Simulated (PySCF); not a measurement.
**Working out the ionisation energy of Nb²⁺**

Nb²⁺ [Kr] 4d3 (4F) → Nb³⁺ [Kr] 4d2 (3F). Calculation: PySCF 2.14, in def2-TZVPPD with the def2 core potential (28 electrons); a scalar-relativistic core potential. Frozen: nothing. Energies in hartree (1 hartree = 27.21139 eV):

| part | Nb²⁺ (lower) | Nb³⁺ (upper) |
| --- | --- | --- |
| UHF | -55.628564 | -54.737925 |
| MP2 opposite-spin | -0.166752 | -0.155195 |
| MP2 same-spin | -0.071521 | -0.057252 |

Problem. What does Hartree-Fock give?

Solution. (-54.737925) − (-55.628564) = 0.890639 hartree = 24.236 eV.

Problem. What do MP2 and SCS-MP2 (6/5 opposite-spin, 1/3 same-spin) give?

Solution. The opposite-spin parts differ by 0.314 eV and the same-spin parts by 0.388 eV. MP2: 24.236 + (0.314) + (0.388) = 24.938 eV. SCS-MP2: 24.236 + 1.2 × (0.314) + (0.388)/3 = 24.742 eV.

Reference: 25.04 eV (semi-empirical (NIST evaluation); NIST Atomic Spectra Database, ionization energies), between the lowest levels; spin-orbit coupling is absent from the calculation.

What remains against the reference includes basis incompleteness and correlation beyond second order.
